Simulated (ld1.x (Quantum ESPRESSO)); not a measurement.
**How hard is this Gd (Z = 64) ultrasoft potential?**

```json
{
 "Element": "Gd",
 "Generator": "ld1.x (Quantum ESPRESSO) 7.5",
 "Type": "ultrasoft",
 "Functional": "LDA (PZ)",
 "Relativity": "fully relativistic",
 "Frozen core": "[Xe] 4f7",
 "Valence charge": "3",
 "Reference configuration": "5d1 6s0 6p0 (charge +2)",
 "Partial waves": "6s (bound, empty): rcut 2.75, rcutus 3.05 bohr; 6s channel at -0.65 Ry: rcut 2.75, rcutus 3.05 bohr; 6p (bound, empty): rcut 3.00, rcutus 3.90 bohr; 6p channel at 1.3 Ry: rcut 3.00, rcutus 3.90 bohr; 5d (bound): rcut 2.10, rcutus 2.75 bohr; 5d channel at -0.45 Ry: rcut 2.10, rcutus 2.75 bohr",
 "Local potential": "all-electron potential smoothed inside 2.95 bohr (lloc = -2)",
 "Core correction": "a·sin(br)/r model core inside 1.25 bohr",
 "Augmentation charge": "built from norm-conserving waves at rcut, not smoothed further"
}
```

Open shells are filled in proportion to 2j + 1 (rel_dist='average').

The pseudo-atom Hamiltonian at the reference potential is diagonalised in spherical Bessel functions j_l(qr) that vanish at 20 bohr, with q² up to the cutoff. All-electron valence levels (Ry): 6s -1.1172, 6p1/2 -0.8201, 6p3/2 -0.7753, 5d3/2 -1.1480, 5d5/2 -1.1212.

**Question.** How do the lowest levels (Ry) of each channel move with the cutoff, and are there ghosts?

**Answer.**

```json
{"cutoff (Ry)": "8", "s #1": "-1.1171", "p1/2 #1": "-0.8245", "p1/2 #2": "-0.3642", "p3/2 #1": "-0.7759", "p3/2 #2": "-0.3481", "d3/2 #1": "-1.1217", "d5/2 #1": "-1.0952", "d5/2 #2": "-0.4056", "f #1": "-0.3115", "Σ f·Δε (mRy)": "26.1"}
{"cutoff (Ry)": "10", "s #1": "-1.1172", "p1/2 #1": "-0.8245", "p1/2 #2": "-0.3642", "p3/2 #1": "-0.7759", "p3/2 #2": "-0.3481", "d3/2 #1": "-1.1412", "d5/2 #1": "-1.1146", "d5/2 #2": "-0.4108", "f #1": "-0.3115", "Σ f·Δε (mRy)": "6.7"}
{"cutoff (Ry)": "12", "s #1": "-1.1172", "p1/2 #1": "-0.8245", "p1/2 #2": "-0.3642", "p3/2 #1": "-0.7759", "p3/2 #2": "-0.3481", "d3/2 #1": "-1.1469", "d5/2 #1": "-1.1202", "d5/2 #2": "-0.4127", "f #1": "-0.3115", "Σ f·Δε (mRy)": "1.1"}
{"cutoff (Ry)": "15", "s #1": "-1.1172", "p1/2 #1": "-0.8245", "p1/2 #2": "-0.3642", "p3/2 #1": "-0.7759", "p3/2 #2": "-0.3481", "d3/2 #1": "-1.1477", "d5/2 #1": "-1.1210", "d5/2 #2": "-0.4132", "f #1": "-0.3115", "Σ f·Δε (mRy)": "0.2"}
{"cutoff (Ry)": "18", "s #1": "-1.1172", "p1/2 #1": "-0.8245", "p1/2 #2": "-0.3642", "p3/2 #1": "-0.7759", "p3/2 #2": "-0.3481", "d3/2 #1": "-1.1478", "d5/2 #1": "-1.1210", "d5/2 #2": "-0.4133", "f #1": "-0.3115", "Σ f·Δε (mRy)": "0.2"}
{"cutoff (Ry)": "21", "s #1": "-1.1172", "p1/2 #1": "-0.8245", "p1/2 #2": "-0.3642", "p3/2 #1": "-0.7759", "p3/2 #2": "-0.3481", "d3/2 #1": "-1.1479", "d5/2 #1": "-1.1212", "d5/2 #2": "-0.4133", "f #1": "-0.3115", "Σ f·Δε (mRy)": "0.1"}
{"cutoff (Ry)": "400", "s #1": "-1.1172", "p1/2 #1": "-0.8245", "p1/2 #2": "-0.3642", "p3/2 #1": "-0.7759", "p3/2 #2": "-0.3481", "d3/2 #1": "-1.1480", "d5/2 #1": "-1.1212", "d5/2 #2": "-0.4133", "f #1": "-0.3115", "Σ f·Δε (mRy)": "0.0"}
```

Result: no extra level below or beside the all-electron valence levels (s, p1/2, p3/2, d3/2, d5/2, f tested); 10 mRy is reached at 10 Ry and 1 mRy at 15 Ry.

Test run stopped at test 1 of 7 (negative rho).
